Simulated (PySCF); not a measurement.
Compound: C5H7FSSi.
Structure used (GFN2-xTB), in Å, numbered top down from 1:
```xyz
15
C5H7FSSi angstrom
C     -3.3205   -1.3121    0.1705
C     -2.3564   -1.0109   -0.4711
C     -1.2056   -0.6576   -1.2745
C     -0.0722   -0.0399   -0.4968
C     -0.1430    0.1266    0.8156
F      0.8544    0.6772    1.5511
S      1.2827    0.4039   -1.5372
Si     2.8743    1.1626   -0.2755
H     -4.1666   -1.5756    0.7315
H     -1.5126    0.0452   -2.0558
H     -0.8284   -1.5534   -1.7785
H     -0.9891   -0.1581    1.4204
H      3.2762    0.1067    0.6382
H      3.8710    1.3954   -1.3124
H      2.4312    2.3980    0.3468
```

Level of theory: TDDFT CAM-B3LYP/def2-SVPD, vertical, gas phase, core orbitals frozen in the response in PySCF.

Transition dipole moments from the ground state, in atomic units and in the frame of the coordinates above (overall signs are arbitrary), for the states with f of 0.002 or more among the lowest 7:

```json
{"state": "S2", "E (hartree)": "0.2096", "μx": "0.140", "μy": "-0.220", "μz": "-0.023"}
{"state": "S3", "E (hartree)": "0.2212", "μx": "0.677", "μy": "0.193", "μz": "-0.820"}
{"state": "S7", "E (hartree)": "0.2550", "μx": "-0.032", "μy": "0.144", "μz": "-0.009"}
```

Question: What oscillator strength does each state have?

Answer: f = (2/3) ΔE |μ|² with ΔE in hartree (27.2114 eV).

```
state  |μ|² (au)  |μ| (D)      f
   S2      0.069     0.67  0.010
   S3      1.169     2.75  0.172
   S7      0.022     0.38  0.004
```

Question: How is the summed strength of these states shared among x, y and z?

Answer: (2/3) Σ ΔE μα² gives 0.071 for x, 0.016 for y and 0.099 for z, 0.186 in all.

Question: What peak molar absorption coefficient would the strongest computed level give as a lone Gaussian band 0.5 eV wide at half height?

Answer: ε(max) = 2.175×10⁸ f / FWHM, with the width in cm⁻¹. S3: 2.175×10⁸ × 0.1723 / 4033 ≈ 9300 L mol⁻¹ cm⁻¹.

One conformer stands for the species.
